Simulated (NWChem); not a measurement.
System: SnF cation, singlet; SMILES [F][Sn+]

Input file for NWChem:

```
start job
memory heap 200 mb stack 900 mb global 1100 mb
charge 1
geometry units angstroms noautosym nocenter noautoz
  Sn     0.000000     0.000000    -0.240315
  F      0.000000     0.000000     1.663356
end
basis spherical
  * library def2-tzvpd
end
ecp
  Sn library def2-ecp
end
dft
  xc b3lyp
  iterations 150
end
property
  response 1 0.0773
end
task dft property
```

NWChem printed, in part:

```
             Northwest Computational Chemistry Package (NWChem) 7.3.0
             --------------------------------------------------------

                             Geometry "geometry" -> ""
                             -------------------------

 Output coordinates in angstroms (scale by  1.889725989 to convert to a.u.)

  No.       Tag          Charge          X              Y              Z
 ---- ---------------- ---------- -------------- -------------- --------------
    1 Sn                  50.0000     0.00000000     0.00000000    -0.24031500
    2 F                    9.0000     0.00000000     0.00000000     1.66335600

 Effective nuclear repulsion energy (a.u.)     125.0897671130

                                 NWChem DFT Module
                                 -----------------

 Summary of "ao basis" -> "ao basis" (spherical)
 ------------------------------------------------------------------------------
       Tag                 Description            Shells   Functions and Types
 ---------------- ------------------------------  ------  ---------------------
 Sn                        def2-tzvpd               18       56   7s5p4d2f
 F                         def2-tzvpd               14       40   6s4p3d1f

            General Information
            -------------------
          SCF calculation type: DFT
          Wavefunction type:  closed shell.
          No. of atoms     :     2
          No. of electrons :    30
           Alpha electrons :    15
            Beta electrons :    15
          Charge           :     1
          Spin multiplicity:     1
          Use of symmetry is: off; symmetry adaption is: off
          Maximum number of iterations: 150
          AO basis - number of functions:    96
                     number of shells:    32
          Convergence on energy requested:  1.00D-06
          Convergence on density requested:  1.00D-05
          Convergence on gradient requested:  5.00D-04

              XC Information
              --------------
                         B3LYP Method XC Potential
                     Hartree-Fock (Exact) Exchange  0.200
                        Slater Exchange Functional  0.800 local
                    Becke 1988 Exchange Functional  0.720 non-local
              Lee-Yang-Parr Correlation Functional  0.810
                  VWN I RPA Correlation Functional  0.190 local

             Grid Information
             ----------------
          Grid used for XC integration:  medium
          Radial quadrature: Mura-Knowles
          Angular quadrature: Lebedev.
          Tag              B.-S. Rad. Rad. Pts. Rad. Cut. Ang. Pts.
          ---              ---------- --------- --------- ---------
          Sn                  1.45      123          10.0       590
          F                   0.50       49          11.0       434
          Grid pruning is: on
          Number of quadrature shells:   172
          Spatial weights used:  Erf1

      Superposition of Atomic Density Guess
      -------------------------------------

 Sum of atomic energies:        -348.53134589

 Renormalizing density from      31.00 to     30

      Non-variational initial energy
      ------------------------------

 Total energy =    -308.762697
 1-e energy   =    -604.770781
 2-e energy   =     240.968587
 HOMO         =      -0.795445
 LUMO         =      -0.371171

   convergence    iter        energy       DeltaE   RMS-Dens  Diis-err
 ---------------- ----- ----------------- --------- --------- ---------
 d= 0,ls=0.0,diis     1   -313.7530673327 -3.69D+02  3.00D-02  3.11D+00
 d= 0,ls=0.0,diis     2   -307.6785758537  6.07D+00  2.73D-02  4.23D+01
 d= 0,ls=0.0,diis     3   -313.9724272666 -6.29D+00  8.66D-03  5.74D-01
 d= 0,ls=0.0,diis     4   -314.0166696076 -4.42D-02  1.97D-03  5.78D-02
 d= 0,ls=0.0,diis     5   -314.0196657538 -3.00D-03  3.22D-04  3.91D-03
  Resetting Diis
 d= 0,ls=0.0,diis     6   -314.0200119190 -3.46D-04  1.13D-04  7.62D-04
 d= 0,ls=0.0,diis     7   -314.0200767464 -6.48D-05  8.49D-05  3.67D-05
 d= 0,ls=0.0,diis     8   -314.0200640150  1.27D-05  5.28D-05  1.94D-04
 d= 0,ls=0.0,diis     9   -314.0200800606 -1.60D-05  7.19D-06  1.10D-06
 d= 0,ls=0.0,diis    10   -314.0200801367 -7.61D-08  1.14D-06  2.17D-08

         Total DFT energy =     -314.020080136667
      One electron energy =     -617.404991616830
           Coulomb energy =      276.705763345133
    Exchange-Corr. energy =      -28.360349394711
 Nuclear repulsion energy =       55.039497529741

 Numeric. integr. density =       29.999997807404

                       DFT Final Molecular Orbital Analysis
                       ------------------------------------

 Vector   13  Occ=2.000000D+00  E=-6.264186D-01
              MO Center=  1.4D-09, -4.7D-11,  1.6D+00, r^2= 6.7D-01
   Bfn.  Coefficient  Atom+Function         Bfn.  Coefficient  Atom+Function
  ----- ------------  ---------------      ----- ------------  ---------------
    64     -0.347720  2 F  py                63      0.339775  2 F  px
    67     -0.280206  2 F  py                66      0.273804  2 F  px
    70     -0.194572  2 F  py                69      0.190126  2 F  px
    12      0.064470  1 Sn py                15     -0.063918  1 Sn py
    11     -0.062997  1 Sn px                14      0.062458  1 Sn px

[...]

 DFT Linear Response polarizability / au
 Frequency  =       0.0773000 / au
 Wavelength =     589.4353558 / nm
              X              Y              Z
 -----------------------------------------------
 X      24.3077945     -0.0000001      0.0000001
 Y      -0.0000000     24.3077945      0.0000002
 Z       0.0000001      0.0000002     31.8564009
 -----------------------------------------------
 Eigenvalues =      24.3077944     24.3077946     31.8564009
 Isotropic   =      26.8239966
 Anisotropic =       7.5486064
 -----------------------------------------------

 Magnetic Dipole Response Matrix (nonzero elements):

 Exiting AOResponse driver routine
```

Level: B3LYP/def2-TZVPD with def2 effective core potentials on Sn. Low-valent species are run as closed-shell singlets; no triplet was tried in these runs. Structure relaxed at the PBE0/def2-SVP level. B3LYP is NWChem's, with the RPA form of VWN correlation. def2 effective core potentials on Sn; no spin-orbit coupling.
